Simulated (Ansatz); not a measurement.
Computed with Ansatz on PBE0-D4/def2-TZVP structures; ΔE is electronic, products minus reactants. CBS: MP2 limit from def2 TZ/QZ plus the TZ coupled-cluster correction, frozen cores. This one scheme is used for every species, atoms too. DFT in def2-TZVPP. B3LYP here is the variant with VWN-RPA as its local correlation; programs differ in this. Open shells (•) are unrestricted, without spin–orbit coupling. One conformer a species, not always the lowest.

Consider the hydrogen abstraction from the Si–H bond: `CN(C)[SiH2]O` + H• → `CN(C)[SiH]O`• + H₂.

`CN(C)[SiH2]O`:

Z-matrix (Å, degrees):
```
C
N 1 1.443
H 1 1.092 2 110.5
H 1 1.099 2 112.2 3 120.3
H 1 1.098 2 110.8 3 -119.4
C 2 1.441 1 113.8 3 177.2
Si 2 1.707 1 121.6 3 -14.6
H 6 1.100 2 112.3 1 61.5
H 6 1.092 2 110.5 1 -177.8
H 6 1.098 2 110.8 1 -58.5
O 7 1.652 2 117.3 1 -73.1
H 7 1.487 2 105.3 1 164.8
H 7 1.480 2 108.5 1 42.4
H 11 0.958 7 117.7 2 -68.5
```

`CN(C)[SiH]O`•:

Z-matrix (Å, degrees):
```
C
N 1 1.443
H 1 1.099 2 112.1
H 1 1.097 2 110.5 3 119.9
H 1 1.091 2 110.4 3 -120.6
C 2 1.441 1 113.9 3 -58.4
Si 2 1.723 1 121.9 3 101.7
H 6 1.099 2 112.3 1 58.7
H 6 1.092 2 110.4 1 179.5
H 6 1.097 2 110.5 1 -61.4
O 7 1.653 2 109.6 1 45.3
H 7 1.502 2 104.2 1 165.8
H 11 0.961 7 116.9 2 54.8
```

H₂:

Cartesian coordinates in Å:
```
H -0.329 0.110 0.138
H 0.329 -0.110 -0.138
```

```tsv
level	ΔE (kcal/mol)	difference from CCSD(T)/CBS
PBE-D4	-13.5	-3.1
r2SCAN-D4	-14.3	-3.9
PBE0-D4	-11.1	-0.7
ωB97M-V	-9.1	1.3
PBE	-13.5	-3.1
B3LYP	-14.0	-3.6
MP2/def2-TZVPP	-7.4	3.0
CCSD(T)/def2-TZVPP	-10.2	0.2
SCS-MP2/def2-QZVPP	-8.4	2.0
MP2/CBS(def2)	-7.6	2.8
CCSD(T)/CBS	-10.4	0
```

Largest T1 diagnostic among the species: 0.014.

In def2-TZVPP, CCSD(T) changes the Hartree–Fock value by −6.4 kcal/mol (the triples alone add −0.2 kcal/mol) and MP2 by −3.6 kcal/mol. From PBE to PBE0 (25 % exact exchange), in def2-TZVPP and without D4, ΔE moves by +2.4 kcal/mol.
